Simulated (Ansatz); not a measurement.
Born–Oppenheimer molecular dynamics of ClH3O3Sn (8 atoms, charge 0, multiplicity 1). It starts from a relaxed structure.

Method: RKS LDA/def2-SVP in Ansatz 0.2.0.

```
ensemble        : NVT, Nosé–Hoover chain
time step       : 1 fs
steps asked     : 100
set temperature : 3000 K
thermostat      : time constant 100 fs, chain length 3 (defaults)
masses          : H 3.016 u
seed            : 391932
```

First frame:

```xyz
8
Properties=species:S:1:pos:R:3
Sn -0.101 -0.139 -0.068
Cl 0.223 -0.033 2.244
O 1.642 -0.538 -0.870
H 2.348 -0.221 -0.269
O -0.777 1.550 -0.788
H -1.754 1.568 -0.715
O -1.441 -1.495 -0.526
H -1.232 -2.341 -0.081
```

Question: How far do the bonds stretch over the last three quarters of this one trajectory? (Pairs bonded in most of those frames.)

Answer: 
```
   bond  mean (Å)  spread (Å)  shortest  longest
Sn1–Cl2     2.354       0.066      2.23     2.44
 Sn1–O3     1.985       0.048      1.92     2.07
 Sn1–O5     1.980       0.127      1.80     2.18
 Sn1–O7     1.986       0.026      1.95     2.04
  O3–H4     1.018       0.030      0.97     1.07
  O5–H6     0.998       0.059      0.89     1.09
  O7–H8     0.988       0.026      0.95     1.03
```

Mean temperature of the second half: 2259 K. The conserved energy stayed within 1.4 meV per atom of its start (net change 0.23 meV per atom), so the integration is sound. The mean temperature of the second half is 25 % below the set value. A run of 0.1 ps of so small a system gives no equilibrium averages.

Time of the run: 120 s on 2 threads of Arm Neoverse V1, with other jobs on the host, peak memory 0.13 GiB.
